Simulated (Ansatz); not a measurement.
# How methods differ on BF3 (boron trifluoride)

BF3 has 4 atoms, charge 0, and is taken as a singlet. SMILES: `FB(F)F`. The shape is that of a PBE0-D4/def2-TZVP optimisation.

```csv
atom,x (Å),y (Å),z (Å)
F,0.5439,0.2107,1.1743
B,0.0000,0.0000,0.0000
F,-0.2652,-1.2235,-0.3896
F,-0.2787,1.0128,-0.7847
```

Each level gives the energy change with the F1–B2 bond stretched from 1.311 to 1.967 Å (eV). The values are calculated.

```
                       level                   kind  program  value (eV)  less FCI/STO-3G  CPU time (all runs)
      HF/STO-3G (restricted)           Hartree–Fock   Ansatz        4.99            +1.39               0.18 s
     PBE/STO-3G (restricted)                    GGA   Ansatz        3.52            -0.08                  2 s
    PBE0/STO-3G (restricted)          global hybrid   Ansatz        4.04            +0.44                  2 s
 RPA@PBE/STO-3G (restricted)                    RPA   Ansatz        3.44            -0.16                  3 s
 BCCD(T)/STO-3G (restricted)  coupled cluster or CI   Ansatz        3.64            +0.04               0.48 s
    CCSD/STO-3G (restricted)  coupled cluster or CI   Ansatz        3.69            +0.09               0.36 s
CCSDT(Q)/STO-3G (restricted)  coupled cluster or CI   Ansatz        3.60             0.00                1.2 s
                  FCI/STO-3G   full CI, core frozen   Ansatz        3.60             0.00                 26 s
```

FCI/STO-3G is exact within its basis and frozen core, so for wave-function methods in that basis the difference is their error; functionals converge differently with the basis, so for them it is only a difference. A spin-restricted reference rises too steeply as a bond breaks; here HF/STO-3G, PBE0/STO-3G lie well above the multireference or unrestricted value. The first shape isn't each level's own minimum. The values span 3.44 to 4.99 eV. All rows use very small basis sets, so none should be taken for the real molecule's value. In so small a basis fixed costs decide the times, and correlated methods can beat functionals. Times are those of the runs behind each value, whatever else they computed, on shared processors of several kinds: orders of magnitude only.
